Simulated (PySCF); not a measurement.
**TcOI₂: from structure and modes to constants**

Computed with UPBE/[Tc def2-SVP with ECP28, O def2-SVP, I def2-SVP with ECP28], scalar-relativistic core potentials, density fitting, no spin–orbit coupling, PySCF.

The doublet minimum has C2v symmetry. Masses (u): Tc 98.90722, O 15.99492, I 126.90447.

```xyz
4
charge 0 multiplicity 2, angstrom
Tc    0.0000    0.0000    0.8391
O     0.0000    0.0000    2.4764
I     2.1982    0.0000   -0.4792
I    -2.1982    0.0000   -0.4792
```

Harmonic wavenumbers (cm⁻¹): 51.5 (a1, ×1), 88.8 (b1, ×1), 160.8 (b2, ×1), 203.4 (a1, ×1), 291.2 (b2, ×1), 1047.9 (a1, ×1).

Problem. Find the principal moments of inertia and the rotational constants. What kind of rotor is it?

Solution. About the centre of mass I = 226.01, 1226.4, 1452.5 u Å². With B = 16.8576/I this gives 0.07459, 0.01375, 0.01161 cm⁻¹. The molecule is an asymmetric top with κ = -0.93.

Problem. What is the harmonic zero-point energy?

Solution. Half the sum of all 6 wavenumbers, 1844/2 = 922 cm⁻¹, which is 11.0 kJ/mol (1 cm⁻¹ = 0.0119627 kJ/mol).

Problem. Find the vibrational entropy and heat capacity at 298.15 K.

Solution. With u = 1.43878 ω/T, each mode gives S = R[u/(eᵘ−1) − ln(1−e⁻ᵘ)] and C = R u² eᵘ/(eᵘ−1)².
```json
{"ω (cm⁻¹)": "51.5", "u": "0.249", "S (J/(mol K))": "19.91", "C (J/(mol K))": "8.27"}
{"ω (cm⁻¹)": "88.8", "u": "0.429", "S (J/(mol K))": "15.42", "C (J/(mol K))": "8.19"}
{"ω (cm⁻¹)": "160.8", "u": "0.776", "S (J/(mol K))": "10.63", "C (J/(mol K))": "7.91"}
{"ω (cm⁻¹)": "203.4", "u": "0.981", "S (J/(mol K))": "8.80", "C (J/(mol K))": "7.68"}
{"ω (cm⁻¹)": "291.2", "u": "1.405", "S (J/(mol K))": "6.14", "C (J/(mol K))": "7.07"}
{"ω (cm⁻¹)": "1047.9", "u": "5.057", "S (J/(mol K))": "0.32", "C (J/(mol K))": "1.37"}
```
The sums over all modes are S = 61.2 and C = 40.5 J/(mol K); the softest mode gives 33 % of the entropy.

Problem. Give the standard entropy (298.15 K, 1 bar) by its translational, rotational, vibrational and spin parts, and Cp.

Solution. Sackur–Tetrode with M = 368.71 u gives 182.6; rotation with symmetry number 2 gives 125.1; vibration 61.2; spin R ln 2 = 5.8. The total is 374.7 J/(mol K), and Cp = 4 R + 40.5 = 73.7 J/(mol K).

This need not be the most stable arrangement of these atoms. Other spin states or occupations of the open shell can lie lower. Spin–orbit coupling, left out here, can matter for elements this heavy.
